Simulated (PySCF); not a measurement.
Computed properties of SbBr2, SMILES [Br][Sb+][Br]

SbBr2, SMILES [Br][Sb+][Br] (connectivity only; charge and spin as stated), charge +1, multiplicity 1. Geometry optimised at r2SCAN-D4/def2-SVP. The spin state was assumed, not searched. The isomer is the one that the SMILES or the coordinates give; other isomers of the formula were not compared. The def2 effective core potentials stand for the cores of Sb; spin–orbit coupling is left out. The values are those of a single conformer. All values are computed for the isolated molecule unless a solvent is named; none is compared with measurement here.

**Structure.** The optimised structure has C2v symmetry. All 3 harmonic modes at r2SCAN-D4/def2-SVP (PySCF) are real, so it is a minimum. With heavy atoms numbered as in [Sb+:1]([Br:2])[Br:3], the shortest bond between them is Sb1–Br2 at 2.441 Å and the longest Sb1–Br3 at 2.441 Å.

**Vibrations.** The strongest infrared lines (harmonic, unscaled, degenerate partners summed) lie at 291 cm⁻¹ (40 km/mol, Br 56 %, Sb 44 %), 287 cm⁻¹ (11 km/mol, Br 64 %, Sb 36 %), 92 cm⁻¹ (1 km/mol, Br 79 %, Sb 21 %). The softest mode is at 92 cm⁻¹ and the zero-point energy is 1.0 kcal/mol.

**Electronic structure.** M06-2X/def2-TZVPD (PySCF) places the frontier levels at -15.06 and -9.02 eV, a gap of 6.04 eV and a mean polarisability of 75.9 bohr³. PBE/def2-TZVPD (PySCF) at the same geometry gives -12.70 and -10.55 eV, so its gap is 3.89 eV narrower. An orbital gap is neither the optical nor the fundamental gap.

**Excitations.** TDA-ωB97X/def2-SVPD (PySCF) has S1 at 2.94 eV (422 nm, f = 0.005, weak); the most intense of the 10 singlets computed lies at 3.81 eV (f = 0.06). T1 (TDA) is at 2.32 eV, 0.62 eV under S1. TDA-PBE/def2-SVPD (PySCF) puts S1 at 2.22 eV.
